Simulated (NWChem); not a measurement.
Basis-set convergence for H4BClN2

SMILES: NB(N)Cl
```xyz
8

B      0.0000     0.0000    -0.4454
Cl     0.0000     0.0000     1.3510
N     -1.2470     0.0000    -1.0978
H     -1.3550     0.0000    -2.1018
H     -2.1150     0.0000    -0.5835
N      1.2470     0.0000    -1.0978
H      1.3550     0.0000    -2.1018
H      2.1150     0.0000    -0.5835
```
Charge 0, spin multiplicity 1.

All runs are NWChem calculations. Structure: optimised with PBE0/def2-SVP, a minimum by its harmonic frequencies. It is one conformer; others weren't searched.

Quantity: LUMO energy at the level PBE.

The Pople sets run with spherical d functions. The structure started from a generated list of species.

```json
[
 {"basis": "pcseg-1", "functions": "80", "LUMO energy (eV)": "0.30"},
 {"basis": "6-31+G*", "functions": "84", "LUMO energy (eV)": "-0.73"},
 {"basis": "6-311G**", "functions": "104", "LUMO energy (eV)": "0.26"},
 {"basis": "def2-SVPD", "functions": "119", "LUMO energy (eV)": "-0.56"},
 {"basis": "6-311++G**", "functions": "124", "LUMO energy (eV)": "-0.85"},
 {"basis": "aug-pcseg-1", "functions": "132", "LUMO energy (eV)": "-0.90"},
 {"basis": "pcseg-2", "functions": "180", "LUMO energy (eV)": "-0.39"},
 {"basis": "cc-pVTZ", "functions": "180", "LUMO energy (eV)": "0.14"},
 {"basis": "def2-TZVPP", "functions": "191", "LUMO energy (eV)": "-0.08"},
 {"basis": "def2-TZVPD", "functions": "193", "LUMO energy (eV)": "-0.74"}
]
```

Smallest basis within 0.2 eV of def2-TZVPD, the largest set run: 6-31+G*, with 84 functions against 193 (also within reach: def2-SVPD, 6-311++G**, aug-pcseg-1). def2-TZVPD isn't the basis-set limit itself, and a small set can land close by cancellation.
